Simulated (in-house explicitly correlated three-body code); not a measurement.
The numbers below are computed, except where a source is named.
# Two electrons around a charge Z: the exact Kohn-Sham energy parts

The exact non-relativistic ground state comes from a variational code in 260 exponentially correlated functions, the Kohn-Sham parts from inverting its density (past Z = 6 the correlation energy is taken as exact minus Hartree-Fock, equal to within microhartrees), and self-consistent runs (Hartree-Fock is restricted) from a B-spline radial code. Z may be fractional; the second electron is bound down to Z = 0.911.

E_c tends to a constant and T_c to −E_c as Z grows.

```
   Z       E (Eh)  E_x (Eh)  E_c (mEh)  T_c (mEh)  −T_c/E_c  binding (eV)
 2.2    -3.619030  -1.15004     -42.47      37.49     0.883         32.63
2.62    -5.381450  -1.41319     -43.09      38.89     0.902         53.04
2.94    -6.960962  -1.61351     -43.45      39.69     0.913         71.82
 3.5   -10.217783  -1.96390     -43.95      40.77     0.928         111.4
 4.2   -15.170662  -2.40170     -44.38      41.72     0.940         172.8
 4.7            ?         ?          ?          ?         ?             ?
 5.7   -29.083674  -3.33957     -44.97      43.00     0.956         349.4
 6.5            ?         ?          ?          ?         ?             ?
 7.3   -48.883994  -4.33979     -45.34      43.79     0.966         605.2
 8.6   -68.741669  -5.15240     -45.54      44.22     0.971         864.3
10.3   -99.809331  -6.21500     -45.72      44.62     0.976          1273
  12  -136.656948  -7.27757     -45.85      44.90     0.979          1759
```

Problem. What belongs in the row Z = 4.7?

Solution. E (Eh): -19.308367; E_x (Eh): -2.71436; E_c (mEh): -44.62; T_c (mEh): 42.23; −T_c/E_c: 0.947; binding (eV): 224.9.

Problem. What belongs in the row Z = 6.5?

Solution. E (Eh): -38.343853; E_x (Eh): -3.83969; E_c (mEh): -45.18; T_c (mEh): 43.44; −T_c/E_c: 0.962; binding (eV): 468.5.

Problem. Where is correlation strongest relative to exchange?

Solution. E_c/E_x falls from 0.037 at Z = 2.2 to 0.0063 at Z = 12, since exchange grows as Z while correlation stays near −0.045 hartree.
